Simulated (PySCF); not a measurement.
# Deuteron quadrupole couplings in `C[Si](C)(C)CPc1ccccc1`

Species: C10H17PSi.
Cartesian coordinates in Å at the PBE0-D3(BJ)/def2-SVP level; atoms count from 1:
```xyz
29
C10H17PSi angstrom
C     -3.2314    1.7514    0.6637
Si    -2.4154    0.0903    0.3197
C     -2.9327   -1.1673    1.6180
C     -2.9121   -0.5163   -1.3919
C     -0.5340    0.3197    0.3890
P      0.4206   -1.2289    0.0152
C      2.1313   -0.5647   -0.1058
C      2.9521   -0.6373    1.0276
C      4.2498   -0.1296    1.0017
C      4.7528    0.4417   -0.1661
C      3.9507    0.5079   -1.3051
C      2.6485    0.0128   -1.2733
H     -2.9398    2.5023   -0.0876
H     -4.3293    1.6602    0.6402
H     -2.9470    2.1369    1.6556
H     -2.4233   -2.1303    1.4563
H     -2.6765   -0.8191    2.6313
H     -4.0195   -1.3448    1.5865
H     -2.5023   -1.5177   -1.5982
H     -2.5506    0.1658   -2.1783
H     -4.0084   -0.5805   -1.4805
H     -0.2250    1.1493   -0.2693
H     -0.2708    0.6115    1.4209
H      0.1626   -1.2678   -1.3890
H      2.5690   -1.1039    1.9400
H      4.8754   -0.1899    1.8959
H      5.7732    0.8320   -0.1908
H      4.3410    0.9507   -2.2249
H      2.0235    0.0763   -2.1684
```

Level: PBE0/pcSseg-1 (PySCF, non-relativistic); Q(2H) = 0.00286 b; rigid geometry, the same for H and D, with no vibrational averaging.

Question: Rank these positions by the coupling χzz of a deuteron there, largest first.
A. H14 (methyl hydrogen)
B. H27 (aromatic hydrogen)
C. H24 (P–H hydrogen)

Answer: B (204 kHz), A (200 kHz), C (113 kHz).

Question: Tabulate Vzz, the asymmetry η and χzz = 234.96 MHz × Q × Vzz for every hydrogen position.

Answer: 
```csv
atom,bonded to,bond length (Å),Vzz (au),η,χzz (kHz)
H13,C1,1.102,0.2987,0.02,201
H14,C1,1.102,0.2982,0.02,200
H15,C1,1.102,0.2986,0.02,201
H16,C3,1.101,0.2960,0.02,199
H17,C3,1.102,0.2987,0.02,201
H18,C3,1.102,0.2988,0.02,201
H19,C4,1.102,0.2976,0.02,200
H20,C4,1.102,0.2983,0.02,200
H21,C4,1.102,0.2986,0.02,201
H22,C5,1.103,0.2945,0.02,198
H23,C5,1.104,0.2928,0.04,197
H24,P6,1.428,0.1685,0.10,113
H25,C8,1.094,0.2993,0.07,201
H26,C9,1.093,0.3035,0.06,204
H27,C10,1.093,0.3041,0.06,204
H28,C11,1.093,0.3037,0.06,204
H29,C12,1.094,0.3017,0.07,203
```

Question: Average by the element that carries the hydrogen.

Answer: on C: 201 kHz over 16 positions, mean bond length 1.099 Å; on P: 113 kHz over 1 position, mean bond length 1.428 Å.

Question: How does χzz go with the bond length over the 16 C–H bonds?

Answer: A straight-line fit has a slope of -4.3 kHz for each 0.01 Å, with a correlation coefficient of -0.87, over lengths from 1.093 to 1.104 Å. The longer bonds have the smaller couplings here.

Question: A static deuteron (I = 1) shows a doublet split by (3/2)χ, (3/4)χ(1 + η) and (3/4)χ(1 − η) with the field along z, y and x of the gradient. What are these for H17?

Answer: With |χ| = 200.7 kHz and η = 0.017: 301, 153 and 148 kHz, to first order and without motion.

One conformer (not necessarily the lowest) at the PBE0-D3(BJ)/def2-SVP geometry, without solvent, vibrations or thermal averaging. These gradients aren't converged with respect to the basis.

The run behind these numbers computed NMR shieldings as well. Time: 3.2 min of wall time (grids of density and orbitals included); peak memory 1.7 GiB. Hardware: one thread of an AMD EPYC 7R43 (shared host).
